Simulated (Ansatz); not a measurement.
Reaction (redistribution): `N[Si](O)(S)[SeH]` + `Cl[CH2][GeH3]` → `N[SiH](O)S` + `Cl[CH2][GeH2][SeH]`

Gas-phase electronic energies from Ansatz, PBE0-D4/def2-TZVP geometries. CBS: MP2 limit from def2 TZ/QZ plus the TZ coupled-cluster correction, frozen cores. For Ge, Se outer-core shells are correlated without core-valence functions, which leaves a few kJ/mol of doubt a bond. Scalar relativity is left out up to krypton. One conformer a species, not always the lowest.

`N[Si](O)(S)[SeH]`:

```xyz
10

N    -1.422    0.336   -0.144
Si    0.199   -0.141   -0.037
O     0.379   -0.473    1.558
S     0.603   -1.772   -1.344
Se    1.798    1.346   -0.732
H    -1.864    0.827    0.615
H    -1.865    0.494   -1.033
H     1.285   -0.480    1.874
H    -0.212   -2.603   -0.670
H     1.100    2.466   -0.087
```

`Cl[CH2][GeH3]`:

Cartesian coordinates in Å:
```
Cl 0.653 -0.066 -2.170
C 0.529 -0.679 -0.502
Ge -0.499 0.567 0.619
H 0.048 -1.655 -0.545
H 1.542 -0.805 -0.121
H 0.216 1.925 0.639
H -1.908 0.717 0.033
H -0.581 -0.003 2.046
```

`N[SiH](O)S`:

Cartesian coordinates in Å:
```
N -1.009 -0.895 -0.486
Si 0.017 0.364 -0.001
O 0.986 0.891 -1.221
S 1.355 -0.326 1.517
H -1.864 -0.699 -0.981
H -0.641 -1.805 -0.710
H -0.849 1.463 0.492
H 1.630 1.571 -1.015
H 0.376 -0.563 2.405
```

`Cl[CH2][GeH2][SeH]`:

```xyz
9

Cl   -1.842   -0.562    1.530
C    -0.141   -0.128    1.265
Ge    0.376   -0.452   -0.606
Se   -0.829    0.956   -2.054
H    -0.018    0.923    1.521
H     0.469   -0.731    1.938
H     1.884   -0.190   -0.769
H     0.006   -1.891   -0.987
H     0.097    2.075   -1.839
```

| species | CCSD(T)/CBS(def2) energy (Eh) |
| --- | --- |
| `N[Si](O)(S)[SeH]` | -3220.60120 |
| `Cl[CH2][GeH3]` | -2576.93687 |
| `N[SiH](O)S` | -819.85829 |
| `Cl[CH2][GeH2][SeH]` | -4977.67497 |

Work out ΔE.

ΔE = (-819.85829) + (-4977.67497) − (-3220.60120) − (-2576.93687) = 0.00481 Eh = +12.6 kJ/mol.

Largest T1 diagnostic among the species: 0.011.

The D4 term adds +4.5 kJ/mol with B3LYP and +2.3 kJ/mol with PBE0; it sums over pairs of atoms, weighted by their polarisabilities, and B3LYP, whose exchange is more repulsive, gets the larger term. In def2-TZVPP, CCSD(T) changes the Hartree–Fock value by +8.5 kJ/mol (the triples alone add +1.6 kJ/mol) and MP2 by +10.1 kJ/mol.

B3LYP here is the variant with VWN-RPA as its local correlation; programs differ in this.
